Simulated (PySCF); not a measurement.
# Ni⁺ (nickel, charge +1) across methods

[Ar] 3d9, 2D determinant. All numbers are calculated (PySCF 2.14, the non-relativistic Hamiltonian (point nucleus), in aug-cc-pVTZ with one added diffuse shell each of s, p, d, f, g type (9s8p6d4f3g, 118 functions)).

| method | E (hartree) | mean ε 3p β (eV) | mean ε 3d α (eV) | mean ε 3d β (eV) | Σ⟨r²⟩ (bohr²) | ⟨S²⟩ |
| --- | --- | --- | --- | --- | --- | --- |
| LDA | -1505.351 | -73.345 | -13.870 | -12.910 | 20.35 | 0.754 |
| PBE0 | -1507.792 | -77.721 | -15.685 | -14.630 | 19.93 | 0.753 |
| PBE | -1507.778 | -73.356 | -13.566 | -12.647 | 20.42 | 0.766 |
| M06 | -1507.975 | -78.167 | -15.966 | -14.782 | 19.91 | 0.752 |
| B3LYP | -1508.072 | -76.959 | -15.440 | -14.454 | 20.12 | 0.752 |
| UHF | -1506.59593 | -90.118 | -21.686 | -20.112 | 19.12 | 0.753 |
| r2SCANh | -1507.983 | -76.546 | -14.450 | -13.400 | 19.94 | 0.758 |
| r2SCAN | -1507.996 | -75.036 | -13.626 | -12.618 | 20.12 | 0.779 |
